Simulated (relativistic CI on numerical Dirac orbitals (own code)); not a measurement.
# Line list: Electric-dipole lines, Cl II

Calculated at this level of theory: Dirac-Coulomb-Breit CI, separate exchange-only KLI orbitals for each configuration, QED by a radiative potential, valence Slater integrals scaled by 0.85, configuration energies shifted to the measured levels that pair with them (semi-empirical) (own radial code, finite nucleus).

Configuration list (outside the closed core [Ne]): 3s2 3p4, 3s 3p5, 3s2 3p3 4s, 3s2 3p3 3d, 3s2 3p3 4p, 3s2 3p3 5s, 3s2 3p3 4d, 3p6, 3s2 3p2 3d2, 3s 3p4 3d, 3s2 3p3 5p, 3s2 3p3 4f, 3s2 3p2 4s2, 3s2 3p3 5d, 3s2 3p2 3d 4s, 3s2 3p3 5f, 3s2 3p3 5g, 3s2 3p2 4s 4p, 3s2 3p2 3d 4p, 3p4 3d2, 3s2 3p2 4p2, 3s 3p4 4s. Levels of other configurations are missing.

| λ vac (Å) | Lower | Upper | A (s⁻¹) | log gf | S velocity/length |
| --- | --- | --- | --- | --- | --- |
| 548.99 | 3s2 3p4 3P_2 [1] | 3s2 3p3 4d 3P°_2 [165] | 5.04e+09 | 0.06 | 0.77 |
| 551.75 | 3s2 3p4 3P_2 [1] | 3s2 3p3 4d 3D°_3 [161] | 5.32e+09 | 0.23 | 0.80 |
| 554.83 | 3s2 3p4 3P_1 [2] | 3s2 3p3 4d 3D°_2 [159] | 3.98e+09 | -0.04 | 0.81 |
| 584.74 | 3s2 3p4 1D_2 [4] | 3s2 3p3 4d 1F°_3 [166] | 2.60e+09 | -0.03 | 0.77 |
| 589.51 | 3s2 3p4 1D_2 [4] | 3s2 3p3 4d 1D°_2 [162] | 3.11e+09 | -0.09 | 0.72 |
| 607.90 | 3s2 3p4 3P_2 [1] | 3s2 3p3 4d 3D°_3 [97] | 4.06e+09 | 0.20 | 0.84 |
| 610.06 | 3s2 3p4 3P_1 [2] | 3s2 3p3 4d 3D°_2 [98] | 3.08e+09 | -0.07 | 0.85 |
| 623.81 | 3s2 3p4 3P_2 [1] | 3s2 3p3 3d 3P°_1 [87] | 3.46e+09 | -0.22 | 1.08 |
| 625.37 | 3s2 3p4 3P_1 [2] | 3s2 3p3 3d 3P°_0 [89] | 8.66e+09 | -0.29 | 1.08 |
| 625.79 | 3s2 3p4 3P_2 [1] | 3s2 3p3 3d 3P°_2 [81] | 6.36e+09 | 0.27 | 1.08 |
| 628.48 | 3s2 3p4 3P_1 [2] | 3s2 3p3 3d 3P°_2 [81] | 2.15e+09 | -0.20 | 1.08 |
| 657.16 | 3s2 3p4 1D_2 [4] | 3s2 3p3 3d 1P°_1 [96] | 4.10e+09 | -0.10 | 1.01 |
| 663.99 | 3s2 3p4 3P_2 [1] | 3s2 3p3 3d 3D°_3 [64] | 1.80e+09 | -0.08 | 1.25 |
| 666.88 | 3s2 3p4 3P_2 [1] | 3s2 3p3 3d 3S°_1 [62] | 4.20e+09 | -0.08 | 0.89 |
| 670.40 | 3s2 3p4 1D_2 [4] | 3s2 3p3 3d 1F°_3 [91] | 5.96e+09 | 0.45 | 1.17 |
| 683.61 | 3s2 3p4 1D_2 [4] | 3s2 3p3 3d 1D°_2 [76] | 5.10e+09 | 0.25 | 1.05 |
| 684.74 | 3s2 3p4 1S_0 [5] | 3s2 3p3 4d 1P°_1 [120] | 3.59e+09 | -0.12 | 1.06 |
| 710.34 | 3s2 3p4 3P_2 [1] | 3s2 3p3 3d 3D°_3 [44] | 2.61e+09 | 0.14 | 1.08 |
| 715.28 | 3s2 3p4 3P_1 [2] | 3s2 3p3 3d 3D°_2 [43] | 1.85e+09 | -0.15 | 1.07 |
| 788.77 | 3s2 3p4 3P_2 [1] | 3s2 3p3 4s 3D°_3 [25] | 1.03e+09 | -0.17 | 0.79 |
| 855.18 | 3s2 3p4 1D_2 [4] | 3s2 3p3 4s 1D°_2 [30] | 2.18e+09 | 0.08 | 0.79 |
| 899.37 | 3s2 3p4 3P_2 [1] | 3s2 3p3 4s 3S°_1 [15] | 1.62e+09 | -0.23 | 0.79 |
| 4747.0 | 3s2 3p3 4s 5S°_2 [9] | 3s2 3p3 4p 5P_3 [29] | 1.09e+08 | 0.41 | 0.75 |
| 4761.2 | 3s2 3p3 4s 5S°_2 [9] | 3s2 3p3 4p 5P_2 [28] | 1.08e+08 | 0.26 | 0.75 |
| 4769.9 | 3s2 3p3 4s 5S°_2 [9] | 3s2 3p3 4p 5P_1 [27] | 1.07e+08 | 0.04 | 0.75 |
| 4855.1 | 3s2 3p3 4s 3D°_3 [25] | 3s2 3p3 4p 3F_4 [58] | 1.03e+08 | 0.52 | 0.61 |
| 4863.4 | 3s2 3p3 4s 3D°_2 [24] | 3s2 3p3 4p 3F_3 [57] | 9.92e+07 | 0.39 | 0.62 |
| 5023.2 | 3s2 3p3 4s 3D°_3 [25] | 3s2 3p3 4p 3D_3 [55] | 9.29e+07 | 0.39 | 0.82 |
| 5092.5 | 3s2 3p3 4s 3S°_1 [15] | 3s2 3p3 4p 3P_2 [33] | 9.13e+07 | 0.25 | 0.79 |
| 5297.7 | 3s2 3p3 4s 1D°_2 [30] | 3s2 3p3 4p 1F_3 [59] | 8.38e+07 | 0.39 | 0.64 |

Terms are leading LS components. Brackets give the number of a level in order of energy, since labels repeat. The list gives strong lines, with weight on those to low levels, without configurations that were not tied to measured data, among the lowest 220 of 926 levels, so that lines to higher ones, which can be the strongest, are missing, and without lines across small gaps between configurations, and without 45 lines that miss the measured interval by over 3.5 %, start from a term whose rates miss tabulated ones by over 60 %, have gauges far apart or, lacking measured levels, span too small a gap for the errors found; lines with a level outside our table were not tested and can miss by more. Levels whose partners in the same complex of configurations lie outside the list can be far off, and so can their lines. Rates are taken at the computed energies, electric ones in the length gauge. A velocity-to-length ratio far from 1 marks an uncertain rate.

Configurations whose levels could be paired with our table of measured levels were shifted onto them, all but the ground configuration, by the median error of their levels; single terms can still be off by 1,000 to 2,000 cm⁻¹ or more, and rates follow the energies as ν³ (E1, M1) or ν⁵ (E2). The others borrow a shift and can be off by several thousand cm⁻¹ or more. The fine structure of a lone outer electron comes out too small, for d and f at times inverted, and misplaced configurations move strength between like terms. 73 of the 74 excited levels that our extract of the measured tables holds in this range could be paired (the sources list more); they are missed by 493 cm⁻¹ on average and 2086 at most, after the shifts were fitted to these levels, and levels without a partner can miss by more.
